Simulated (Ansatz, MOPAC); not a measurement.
Isomers of C2H6FIn: 1 is [CH3][In]([CH3])[F], 2 is [InH]([CH2]C)[F]; one conformer of each (the lowest of an xTB search), B3LYP-D3(BJ)/def2-TZVP minima.
Isomer 1 (charge 0, multiplicity 1):
```xyz
10

C      2.05281    -0.26688    -0.10545
In     0.00055     0.36244     0.04835
C     -2.05364    -0.27902     0.03306
F      0.00364     2.34105     0.31183
H      2.57515     0.05318     0.79535
H      2.49950     0.23444    -0.96341
H      2.14106    -1.34488    -0.22135
H     -2.57126     0.25664    -0.76189
H     -2.14463    -1.35166    -0.12346
H     -2.50317    -0.00532     0.98696
```
Isomer 2 (charge 0, multiplicity 1):
```xyz
10

C     -1.1688     0.2757    -0.5767
C     -0.4266    -0.3301     0.6139
In     1.7238    -0.1431     0.4498
F      2.1199     0.5057    -1.3899
H     -0.9935     1.3490    -0.6590
H     -2.2474     0.1230    -0.4782
H     -0.8517    -0.1688    -1.5200
H     -0.7249     0.1325     1.5565
H     -0.6349    -1.3977     0.7140
H      3.2042    -0.3463     1.2896
```

No zero-point or thermal terms.

Frozen-core correlation. Filled d and f shells under p-block atoms count as core. The state that AM1 reach isn't checked.

Codes used: Ansatz (Gaussian basis) for Hartree–Fock, density functionals and correlated methods; MOPAC for AM1 (differences of heats of formation).  In def2 rows elements past Kr take small-core potentials, without spin–orbit coupling.

Task: One of these levels gives -4.22 kcal/mol for the electronic energy of isomer 2 less that of isomer 1. Name it.
A) CCSD/def2-SVP
B) AM1
C) HF/def2-TZVPP

Result: B, AM1. The others give 9.19 (HF/def2-TZVPP), 7.71 (CCSD/def2-SVP)

Ansatz is a first-principles code.
